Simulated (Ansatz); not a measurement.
`BB` + `C[SiH](S)Cl` → `BS[SiH](C)Cl` + BH₃ at 500 K and 1 bar (cleavage of the B–B bond).

Isolated molecules relaxed with PBE0-D4/def2-TZVP in Ansatz; ΔE leaves out vibrations. CCSD(T)/CBS is the MP2 limit (def2-TZVPP, def2-QZVPP) plus CCSD(T) − MP2 in def2-TZVPP, frozen cores. This one scheme is used for every species. Each species was taken in one conformer, which may not be the lowest.

| species | CCSD(T)/CBS energy (Eh) | H − E (kJ/mol) | S (J/(mol·K)) |
| --- | --- | --- | --- |
| `BB` | -51.92346 | 127.2 | 266.7 |
| `C[SiH](S)Cl` | -1187.79090 | 193.7 | 401.4 |
| `BS[SiH](C)Cl` | -1213.19788 | 238.1 | 443.7 |
| BH₃ | -26.55200 | 86.8 | 208.8 |

H − E and S are ideal-gas, rigid-rotor, harmonic terms from PBE0-D4/def2-TZVP, for one conformer and one mirror image of each species. 1 Eh = 2625.50 kJ/mol, R = 8.31446 J/(mol·K).

Q: By hand: ΔE, ΔH, ΔS and ΔG.

A: ΔE = (-1213.19788) + (-26.55200) − (-51.92346) − (-1187.79090) = -0.03552 Eh = -93.3 kJ/mol. Δ(H − E) = 238.1 + 86.8 − 127.2 − 193.7 = 4.0, so ΔH = -89.3 kJ/mol. ΔS = 443.7 + 208.8 − 266.7 − 401.4 = -15.6 J/(mol·K). ΔG = -89.3 − 500 × (-15.6)/1000 = -81.5 kJ/mol.

Q: By hand: the equilibrium constant, and the temperature at which ΔG would vanish if ΔH and ΔS stayed fixed.

A: log₁₀ K = −ΔG/(RT ln 10) = 8.5. ΔG = 0 at ΔH/ΔS = 5724 K, far beyond where these terms or the molecules hold.

ΔH outweighs TΔS. A doubt of 5 kJ/mol in ΔE shifts log₁₀ K by 0.5 here. Other conformers and mirror images would add mixing entropy, several J/(mol·K) or more a flexible species. Modes under 60 cm⁻¹, often nearly free rotors, make the harmonic entropy too high. These are equilibria of isolated gas molecules and say nothing of rates. Largest T1 diagnostic: 0.012 (customary marks: 0.02 for closed shells, 0.045 for open ones).
